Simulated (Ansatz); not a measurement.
Results of the Gaussian-basis code of Ansatz.

A structure relaxed at PBE0-D4/def2-TZVP, charge 0, multiplicity 1:

Cartesian coordinates in Å:
```
N 1.3775 -0.4455 1.4049
B 1.1494 -0.3704 0.0364
C 0.1915 0.7088 -0.5805
Si -1.5485 0.0750 -0.7497
Cl -2.3509 -0.2378 1.1296
H 1.9557 -1.1531 1.8230
H 0.9406 0.1664 2.0743
H 1.6847 -1.1861 -0.6628
H 0.1334 1.6258 0.0166
H 0.5058 0.9838 -1.5940
H -1.6058 -1.2206 -1.4694
H -2.4335 1.0538 -1.4284
```

**Question.** Give its formula and SMILES.

**Answer.** CH7BClNSi, `NBC[SiH2]Cl`.

**Question.** Summarise the bond lengths by kind.

**Answer.** 1 × B–N 1.389 Å; 2 × H–N 1.005 to 1.007 Å; 1 × B–C 1.569 Å; 1 × B–H 1.200 Å; 1 × C–Si 1.860 Å; 2 × C–H 1.096 Å; 1 × Cl–Si 2.067 Å; 2 × H–Si 1.483 to 1.484 Å.
